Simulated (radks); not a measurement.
Er41+, configuration [Ar] 3d9. Method: scalar-relativistic Kohn-Sham, exchange-only LDA, spin-polarised, spherical densities, point nucleus; open shells are filled with parallel spins first (spin-orbit coupling, left out, can overturn this in heavy ions); computed with a radial shooting solver on a logarithmic mesh with Libxc functionals. Some entries of the table are withheld. Estimate them.

| orbital | occ. | eigenvalue (hartree) | <r> (bohr) | <r^2> (bohr^2) |
|---|---|---|---|---|
| 1s up | 1 | -2179.630 | 0.02038 | 0.0005683 |
| 1s down | 1 | -2179.625 | 0.02038 | 0.0005683 |
| 2s up | 1 | -425.3245 | 0.08629 | 0.008794 |
| 2s down | 1 | -425.1806 | 0.08627 | 0.008792 |
| 2p up | 3 | -384.8037 | 0.07650 | 0.007140 |
| 2p down | 3 | -384.6873 | 0.07648 | 0.007136 |
| 3s up | 1 | -145.9195 | 0.2200 | 0.05518 |
| 3s down | 1 | -145.7629 | 0.2201 | 0.05523 |
| 3p up | 3 | -133.5579 | 0.2177 | 0.05476 |
| 3p down | 3 | -133.4002 | 0.2178 | 0.05481 |
| 3d up | 5 | (1) | 0.1955 | 0.04451 |
| 3d down | 4 | (2) | 0.1957 | 0.04457 |
| 4s up | 0 | -71.84722 | 0.4335 | 0.2112 |
| 4s down | 0 | -71.79148 | 0.4337 | 0.2114 |
| 4p up | 0 | -67.06962 | 0.4411 | 0.2201 |
| 4p down | 0 | -67.01509 | 0.4414 | 0.2204 |

Answer. 
(1) 3d up eigenvalue (hartree): -118.8323
(2) 3d down eigenvalue (hartree): -118.6424
